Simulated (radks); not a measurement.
Spin polarisation of the 4f5 shell in Pm2+. Start: [Xe] 4f(up 2.5, down 2.5); electrons of 4f are moved from spin down to spin up, other shells keep equal spins. All-electron calculation, non-relativistic Kohn-Sham, SCAN, spin-polarised, spherical densities, point nucleus; meta-GGA in the generalised Kohn-Sham scheme. Program: a radial shooting solver on a logarithmic mesh with Libxc functionals.

moment (Bohr magnetons) = 0: E - E(0) (eV) 0.000; e(4f up) (eV) -17.427; e(4f down) (eV) -17.427; 5p down minus up (eV) 0.000
moment (Bohr magnetons) = 1: E - E(0) (eV) -0.246; e(4f up) (eV) -17.904; e(4f down) (eV) -16.906; 5p down minus up (eV) 0.298
moment (Bohr magnetons) = 2: E - E(0) (eV) -0.976; e(4f up) (eV) -18.335; e(4f down) (eV) -16.342; 5p down minus up (eV) 0.599
moment (Bohr magnetons) = 3: E - E(0) (eV) -2.222; e(4f up) (eV) -18.717; e(4f down) (eV) -15.736; 5p down minus up (eV) 0.903
moment (Bohr magnetons) = 4: E - E(0) (eV) -3.960; e(4f up) (eV) -19.045; e(4f down) (eV) -15.087; 5p down minus up (eV) 1.211

At moment 4 the spin-polarisation energy is -3.960 eV and the 4f exchange splitting 3.958 eV, that is 0.989 eV per Bohr magneton; E = -I m^2/4 would give I = 0.990 eV.
